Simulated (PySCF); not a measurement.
Molecular orbitals of ZnSe

r²SCANh at R = 2.185 Å; Zn def2-TZVPPD, Se def2-TZVPPD; no relativity (PySCF 2.14). State: ¹Σ⁺ (singlet), closed shell. Only the outer orbitals are listed, counted within each symmetry.

```
orbital  occ.  ε (eV)  on Zn (%)            main shells (%)
     6π     2  -14.36         99                    99 Zn d
     6π     2  -14.36         99                    99 Zn d
     2δ     2  -14.20        100                   100 Zn d
     2δ     2  -14.20        100                   100 Zn d
    13σ     2  -14.16         87           87 Zn d, 12 Se s
    14σ     2   -8.50         57           56 Zn s, 39 Se p
     7π     2   -5.88         11           88 Se p, 10 Zn p
     7π     2   -5.88         11           88 Se p, 10 Zn p
    15σ     0   -4.51         65  37 Zn p, 29 Se p, 27 Zn s
     8π     0   -0.91         97                    95 Zn p
     8π     0   -0.91         97                    95 Zn p
```

**Question.** Which are the highest filled and the lowest empty level, where do they sit, and how wide is the gap?

**Answer.** Highest filled 7π at -5.88 eV (in %: 88 Se p, 10 Zn p); lowest empty 15σ at -4.51 eV (in %: 37 Zn p, 29 Se p, 27 Zn s); the gap at r²SCANh is 1.37 eV.

- bond order (Mayer): 1.81
- ⟨S²⟩: 0.000
- charge on Zn (Mulliken, basis-dependent): 0.26
- charge on Zn (Löwdin, basis-dependent): 0.30
- dipole moment (positive dipole means Zn(−)Se(+)): -5.28 D
